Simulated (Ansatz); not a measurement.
`N#[C][Sn]([Cl])([Cl])[Cl]` and `C#[C][Sn]([Cl])([Cl])[Cl]` differ in one atom or group.

Ansatz, PBE0-D4/def2-TZVP geometries, multiplicity 1. 

Elements past krypton have def2 core potentials.

| property | `N#[C][Sn]([Cl])([Cl])[Cl]` |
| --- | --- |
| size of the dipole moment (B3LYP/def2-TZVPP) / D | 2.08 |
| HOMO–LUMO gap (ωB97M-V/def2-TZVPP) / eV | 11.38 |
| ideal-gas entropy at 298 K and 1 bar (rigid rotor, harmonic PBE0-D4/def2-TZVP) / J/(mol·K) | 396 |
| HOMO energy (PBE/def2-TZVPP) / eV | -8.54 |
| HOMO–LUMO gap (PBE0/def2-TZVPP) / eV | 7.01 |
| LUMO energy (PBE/def2-TZVPP) / eV | -3.92 |

Task: Give the same properties after the change, and the shifts. (Best estimate.)

Result: Ansatz gave: 
```
                                                                                  property  `C#[C][Sn]([Cl])([Cl])[Cl]`  shift
                                          size of the dipole moment (B3LYP/def2-TZVPP) / D                         2.51   0.43
                                                   HOMO–LUMO gap (ωB97M-V/def2-TZVPP) / eV                        11.26  -0.12
ideal-gas entropy at 298 K and 1 bar (rigid rotor, harmonic PBE0-D4/def2-TZVP) / J/(mol·K)                          400      4
                                                         HOMO energy (PBE/def2-TZVPP) / eV                        -7.91   0.63
                                                      HOMO–LUMO gap (PBE0/def2-TZVPP) / eV                         6.89  -0.12
                                                         LUMO energy (PBE/def2-TZVPP) / eV                        -3.25   0.67
```

With PBE0 the HOMO rises by 0.83 eV and the LUMO rises by 0.70 eV, so the gap narrows by about 0.13 eV. PBE moves the HOMO by 0.63 eV and ωB97M-V by 0.82 eV. The zero-point energy changes by 28.4 kJ/mol with +3 modes. Dipoles are sizes alone; their direction can turn.

B3LYP here is the variant with VWN-RPA as its local correlation; programs differ in this.
